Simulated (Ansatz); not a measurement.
Program: Ansatz. Geometries: PBE0-D4/def2-TZVP. ΔE: electronic, gas phase. CCSD(T)/CBS is the MP2 limit (def2-TZVPP, def2-QZVPP) plus CCSD(T) − MP2 in def2-TZVPP, frozen cores. This one scheme is used for every species. DFT in def2-TZVPP. B3LYP here is the variant with VWN-RPA as its local correlation; programs differ in this. HSE06 is defined as in plane-wave codes.

`C[Si](F)([SiH3])Cl` + H₂ → `C[SiH](F)[SiH3]` + HCl  (hydrogenolysis of the Si–Cl bond)

```tsv
level	ΔE (kJ/mol)	difference from CCSD(T)/CBS
LDA (SPW92)	91.8	-1.8
BLYP-D4	96.1	2.5
r2SCAN-D4	99.6	6.0
PBE0-D4	93.1	-0.5
r2SCAN0-D4	97.0	3.4
CAM-B3LYP-D4	89.8	-3.8
BLYP	83.1	-10.5
PBE0	87.5	-6.1
B3LYP	83.5	-10.1
r2SCAN0	95.0	1.4
HSE06	87.7	-5.9
HF/def2-SVP	68.7	-24.9
MP2/def2-SVP	85.4	-8.2
CCSD(T)/def2-TZVPP	88.0	-5.6
MP2/CBS(def2)	104.1	10.5
CCSD/CBS(def2)	89.4	-4.2
CCSD(T)/CBS	93.6	0
```

Largest T1 diagnostic among the species: 0.012.

The D4 term adds +10.4 kJ/mol with B3LYP and +5.6 kJ/mol with PBE0; it sums over pairs of atoms, weighted by their polarisabilities, and B3LYP, whose exchange is more repulsive, gets the larger term. At CCSD(T), def2-SVP lies −17.4 kJ/mol from the extrapolated value and def2-TZVPP −5.6 kJ/mol. Leaving LDA and LC-ωPBE aside and taking each functional with its dispersion term where it has one, the values, not all of them listed here, spread over 10.3 kJ/mol, from B2PLYP to r2SCAN-D4. LDA lies +3.2 kJ/mol from PBE without D4.

CCSD(T)/CBS has its own doubt, a few kJ/mol and more with outer-core shells, so smaller differences from it don't rank the levels.
